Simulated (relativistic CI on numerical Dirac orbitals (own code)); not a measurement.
W⁵⁹⁺: q coefficients and field-shift factors

Method of calculation: Dirac-Coulomb-Breit CI, orbitals from a KLI potential per configuration, derivatives by finite differences, unscaled Slater integrals, QED left out (own radial code, finite nucleus).

Configuration list (outside the closed core [Ne]): 3s²3p³, 3s²3p²3d, 3s3p⁴, 3s²3p3d², 3p⁵, 3s3p³3d, 3p³3d², 3s3p²3d². Levels of other configurations are missing.

With x = (α/α₀)² − 1 an excitation energy changes as ω = ω₀ + qx; K = 2q/ω₀ is the relative enhancement. Terms are leading LS components, so labels can repeat. The field-shift factor is F = δν/δ⟨r²⟩ for the transition from the lowest level.

Lowest level 3s²3p³ ²P°3/2.

```tsv
Level	ω₀ (cm⁻¹)	q (cm⁻¹)	K	F (GHz/fm²)
3s²3p²3d ²D3/2	1879110	103700	0.11	23.6
3s²3p²3d ²D5/2	2641969	806700	0.611	7.1
3s²3p³ ⁴S°3/2	2749687	3.494e+06	2.54	-487
3s²3p³ ²D°5/2	2846864	3.489e+06	2.45	-492
3s²3p³ ²P°1/2	2971834	3.5e+06	2.36	-489
3s3p⁴ ⁴P5/2	4197799	3.82e+06	1.82	-7240
3s3p⁴ ²P3/2	4441446	3.76e+06	1.69	-5090
3s3p⁴ ²S1/2	4453846	3.829e+06	1.72	-6640
3s²3p²3d ⁴F5/2	4599591	3.582e+06	1.56	-478
3s²3p²3d ⁴D1/2	4624391	3.595e+06	1.55	-512
3s²3p²3d ⁴F3/2	4631426	3.618e+06	1.56	-1170
3s²3p²3d ²G7/2	4701580	3.582e+06	1.52	-448
3s²3p²3d ²D5/2	4949788	3.628e+06	1.47	-738
3s²3p²3d ²P1/2	5035284	3.679e+06	1.46	-1380
3s²3p²3d ²D3/2	5055799	3.72e+06	1.47	-2360
3s²3p²3d ⁴D7/2	5253260	4.254e+06	1.62	-436
3s²3p²3d ²P3/2	5357954	4.299e+06	1.6	-627
3s²3p²3d ²G9/2	5362762	4.252e+06	1.59	-435
3s²3p²3d ²F5/2	5387771	4.29e+06	1.59	-509
3s²3p²3d ²D5/2	5558989	4.247e+06	1.53	-661
3s²3p²3d ²F7/2	5566745	4.275e+06	1.54	-451
3s²3p²3d ²D3/2	5635401	4.283e+06	1.52	-497
3s²3p²3d ²P1/2	5670324	4.284e+06	1.51	-687
```

At this charge energies of transitions that change n are usually good to better than 1 %, and those within a shell (Δn = 0) to a few per cent.
